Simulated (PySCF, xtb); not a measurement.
C₂H₄I, SMILES C[CH]I (connectivity only; charge and spin as stated), charge +1, multiplicity 1.

Harmonic wavenumbers (cm⁻¹) from GFN2-xTB (xtb 6.7.1) at its own minimum, in rising order: 161, 310, 644, 702, 843, 998, 1196, 1218, 1253, 1296, 1411, 2819, 2885, 2971, 3044.

### Question
What does PySCF with B3LYP-D3(BJ)/def2-SVP give at its own minimum? (An estimate is asked for; the answer gives what the named calculation found.)

### Answer
154, 312, 629, 754, 929, 966, 1185, 1266, 1304, 1376, 1449, 2953, 2988, 3159, 3181. Paired by order, the mean absolute difference is 66 cm⁻¹ and the zero-point energies are 31.1 and 32.3 kcal/mol.
